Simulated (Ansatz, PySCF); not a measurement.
The pair A = H2O (SMILES O) (first 3 atoms), B = CH3Cl (SMILES CCl); geometry from B3LYP-D3(BJ)/def2-TZVP.
(charge 0, multiplicity 1):
```xyz
8

O      0.145     0.258     0.112
H     -0.437     0.422     0.866
H     -0.417    -0.137    -0.561
C      0.813    -0.918     3.154
Cl    -0.807    -0.133     3.264
H      1.122    -0.886     2.114
H      1.497    -0.358     3.784
H      0.711    -1.940     3.506
```

Correlated levels freeze the cores. CBS(a, b) extrapolates the correlation energy as X⁻³ and adds the Hartree–Fock energy of set b. MP2 and its Hartree–Fock in aug-cc-pV(T+d)Z are density fitted.

Run with Ansatz (an electronic-structure program) with Gaussian orbitals; PySCF for the dispersion terms. Values without a source in brackets are computed.

The monomers are drawn apart, rigid, along the line of their centres of mass. Counterpoise-corrected interaction energies (kcal/mol):

```csv
level,R = 4.193 Å,R = 5.189 Å
PBE/def2-TZVPPD,-1.5233,-0.5869
PBE-D3(BJ)/def2-TZVPPD,-1.8807,-0.7047
wB97M-V/def2-TZVPPD,-1.6751,-0.6674
"MP2/CBS(aug-cc-pV(D+d)Z, aug-cc-pV(T+d)Z) + ΔCCSD(T)/aug-cc-pV(D+d)Z",-1.6872,-0.6554
```

Question: R is the distance of the centres of mass. Find the local exponent m of E ∝ R⁻ᵐ between the two points.

Answer: 
m = ln(E₁/E₂)/ln(R₂/R₁): PBE/def2-TZVPPD 4.5; PBE-D3(BJ)/def2-TZVPPD 4.6; wB97M-V/def2-TZVPPD 4.3; MP2/CBS(aug-cc-pV(D+d)Z, aug-cc-pV(T+d)Z) + ΔCCSD(T)/aug-cc-pV(D+d)Z 4.4. For scale, two fixed dipoles give m = 3, dipole and quadrupole 4, quadrupoles 5, and dispersion or dipole-induced dipole 6 at long range; at these distances several terms mix, and what is left of overlap and damping shifts m, so it need not match one of them.
